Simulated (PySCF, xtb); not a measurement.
C₄H₉O, SMILES C1CCC[OH+]1, charge +1. One conformer was computed; it need not be the lowest.

Harmonic wavenumbers (cm⁻¹) from GFN2-xTB run with xtb at its own minimum, in rising order: 37, 267, 581, 627, 816, 836, 865, 872, 930, 956, 990, 1025, 1053, 1098, 1152, 1164, 1193, 1197, 1216, 1278, 1288, 1291, 1306, 1438, 1446, 1474, 1494, 3007, 3016, 3018, 3038, 3040, 3047, 3055, 3065, 3266.

Task: What does PBE-D3(BJ)/def2-SVP run with PySCF give at its own minimum? (An estimate is asked for; the answer gives what the named calculation found.)

Result: 135, 269, 490, 539, 661, 718, 762, 818, 872, 907, 916, 959, 1027, 1081, 1141, 1153, 1185, 1214, 1263, 1269, 1314, 1330, 1344, 1405, 1410, 1428, 1441, 3014, 3020, 3030, 3045, 3081, 3086, 3124, 3127, 3613. Paired by order, the mean absolute difference is 54 cm⁻¹ and the zero-point energies are 79.3 and 78.9 kcal/mol.
